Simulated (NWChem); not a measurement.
Molecule: MgF2; SMILES [F][Mg][F]

```xyz
3

Mg     0.0000     0.0000    -0.0477
F      1.7353     0.0000    -0.0477
F     -1.7353     0.0000    -0.0477
```
Atoms are numbered in this order, from 1.

All runs use the structure optimised with B3LYP/6-31G* (spherical d).

Problem. Give the principal values of the shielding tensors (ppm) of Mg1, F2 from LDA (Slater exchange, VWN5)/pcSseg-1, GIAO (NWChem), with their diamagnetic and paramagnetic parts as GIAO splits them.

Solution. 
```json
[
 {"atom": "Mg1", "σ11": "413.5", "σ22": "413.5", "σ33": "711.8", "isotropic": "512.9", "diamagnetic": "708.0", "paramagnetic": "-195.0"},
 {"atom": "F2", "σ11": "392.0", "σ22": "392.0", "σ33": "484.5", "isotropic": "422.8", "diamagnetic": "471.7", "paramagnetic": "-48.9"}
]
```
